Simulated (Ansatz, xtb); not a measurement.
F2H2Se2Sn: which of two isomers lies lower

Structure I: `[F][Sn]([F])([SeH])[SeH]`, a singlet. Structure II: `[F][SnH]([F])[Se][SeH]`, a singlet. Both are isolated molecules in the gas phase, relaxed with PBE0-D4/def2-SVP; the shapes shown needn't be the lowest conformers.

I (Å):

```tsv
atom	x (Å)	y (Å)	z (Å)
F	0.7921	-1.8423	0.1513
F	1.1105	0.8412	1.4256
Se	-2.2963	0.1269	0.8173
Se	0.6133	0.7315	-2.2625
Sn	0.0809	-0.0490	0.0549
H	-1.7947	0.5194	2.1462
H	1.5554	-0.3958	-2.3785
```

II (Å):

```
atom    x (Å)    y (Å)    z (Å)
   F   1.7553  -0.2080  -0.7614
   F  -1.2280   0.1013  -0.6421
  Se  -0.0063  -2.6903  -2.6743
  Se   0.1703  -3.6306  -0.5300
  Sn   0.1891  -0.3063  -1.8857
   H   0.2636   0.9586  -3.0299
   H   1.6448  -3.6288  -0.4979
```

**Question.** Estimate which is lower in electronic energy at CCSD(T)/def2-SVP + ΔMP2/def2-TZVPP, and by roughly how much.

**Answer.** The CCSD(T)/def2-SVP + ΔMP2/def2-TZVPP calculation puts structure I lower, by 0.859 eV.

The same difference at several levels:

```
                             level          geometry  E(II) − E(I) (eV)  departure from the last row (eV)  job, with rough time for the two
                  PBE0-D4/def2-SVP  PBE0-D4/def2-SVP              +0.880                            +0.021               optimisation, 2 min
                       HF/def2-SVP  PBE0-D4/def2-SVP              +0.931                            +0.072           part of the CCSD(T) run
                      MP2/def2-SVP  PBE0-D4/def2-SVP              +1.000                            +0.141           part of the CCSD(T) run
                  CCSD(T)/def2-SVP  PBE0-D4/def2-SVP              +0.953                            +0.094                      single point
CCSD(T)/def2-SVP + ΔMP2/def2-TZVPP  PBE0-D4/def2-SVP              +0.859                                                  single point, 97 s
```

As drawn, II has 1 Se–Se, 1 Sn–H in place of 1 Se–Sn, 1 Se–H.

None of the levels shown reverses the order. The largest departure from CCSD(T)/def2-SVP + ΔMP2/def2-TZVPP is that of MP2/def2-SVP, 0.141 eV. Levels run at GFN2-xTB geometries aren't shown. The last row adds to CCSD(T) the change of the MP2 difference between the two basis sets, here −0.094 eV.

With thermal terms from frequencies at re-optimised GFN2-xTB minima (ideal gas, soft modes damped towards free rotors, one conformer each, 298.15 K, 1 atm): on the last row, ΔE + ΔZPE = +0.804, ΔH = +0.793, ΔG = +0.811 eV.

The correlated steps freeze 24 core orbitals; the filled d shell of Se and Sn is correlated, in a basis made for valence electrons. Atoms past krypton carry core potentials in the def2 sets and no spin–orbit term is included. Programs: Ansatz 0.2.0, xtb 6.7.1; the last row on 2 threads of Arm Neoverse V2 on a shared host.
